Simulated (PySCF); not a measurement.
C₅H₉O₃ (doublet state).
Z-matrix (Å and degrees, GFN2-xTB geometry), rows numbered from 1:
```
C 
C   1  1.5055
O   2  1.2109  1  124.19
O   2  1.3192  1  111.73  3   179.91
C   4  1.4993  2  117.23  1   176.55
C   5  1.5183  4  105.30  2  -163.12
C   5  1.4667  4  112.35  2    73.76
O   7  1.3551  5  122.38  4   -76.20
H   1  1.0880  2  108.74  3  -107.46
H   1  1.0864  2  109.92  3   134.13
H   1  1.0856  2  109.64  3    12.18
H   5  1.1006  4  104.17  2   -45.74
H   6  1.0859  5  109.55  4   174.44
H   6  1.0864  5  110.15  4    54.23
H   6  1.0861  5  109.84  4   -65.58
H   7  1.0740  5  122.27  4    93.63
H   8  0.9776  7  109.05  5     8.38
```

The hyperfine couplings belong to this conformer and change with its torsions.

Identity: `O[CH][C@@H](C)OC(C)=O` [radical].

Method used: PySCF 2.14.0, UKS B3LYP, pcH-1 on C H O, non-relativistic, mean-field spin-orbit, GIAO. The structure is a single GFN2-xTB conformer in the gas phase; no vibrational or solvent corrections. GFN2-xTB frequencies show an imaginary mode (33i cm⁻¹), so this geometry is no minimum at that level. The geometry wasn't refined by DFT: couplings that depend on bond lengths, twists or pyramidal angles can differ widely from those at the functional's own minimum. Stability of the SCF solution: not tested.

(1) Where do the isotropic ENDOR lines of C7, C5, C1, C2, C6, H16, H12, H17, H13/H14/H15 and H9/H10/H11 fall at 1206.3 mT, to first order?

(2) Which pairs are centred on the nuclear Larmor frequency, and which on half the coupling?

(3) At what field would the lower line of C7 fall to zero frequency?

Answers

(1) For S = 1/2 in fast tumbling each set of equivalent nuclei gives two lines, ν± = |νn ± a/2| to first order, with νn = g_N μN B/h and μN/h = 7.62259 MHz/T.

```csv
nuclei,isotope,g_N,νn (MHz),a_iso (MHz),lower line (MHz),upper line (MHz)
C7,13C,1.4048,12.92,85.22,29.69,55.53
C5,13C,1.4048,12.92,-11.88,6.98,18.86
C1,13C,1.4048,12.92,5.55,10.14,15.69
C2,13C,1.4048,12.92,-3.07,11.38,14.45
C6,13C,1.4048,12.92,2.11,11.86,13.97
H16,1H,5.5857,51.36,-53.42,24.65,78.07
H12,1H,5.5857,51.36,29.52,36.60,66.12
H17,1H,5.5857,51.36,-7.11,47.81,54.92
H13/H14/H15,1H,5.5857,51.36,3.75,49.49,53.23
H9/H10/H11,1H,5.5857,51.36,0.52,51.10,51.62
```

The rows for 13C, of low natural abundance, apply to labelled samples.

(2) Centred on νn, since |a| < 2νn: C5, C1, C2, C6, H16, H12, H17, H13/H14/H15 and H9/H10/H11. Centred on |a|/2 and split by 2νn: C7.

(3) Where νn = |a|/2, that is B = 42.61 MHz/(1.4048 × 7.62259 MHz/T) = 3980 mT, as far as first order holds there.

Means are taken over nuclei equivalent by connectivity, which assumes that they swap fast. The three 1H nuclei of mean +3.7 MHz run from -1.1 to 7.8 MHz in the frozen geometry.

Largest spin populations (Mulliken): C7 (+0.81) and O8 (+0.16). The angles at C7 add up to 359.3°, so it is planar; its axial dipolar tensor and the negative coupling of its proton fit spin in a p orbital normal to that plane.

Time: 68 s wall (with the writing of density and orbital grids); peak memory 0.97 GiB. Hardware: an Arm Neoverse V2 with one thread, shared host with 96 logical CPUs at a one-minute load of 38.
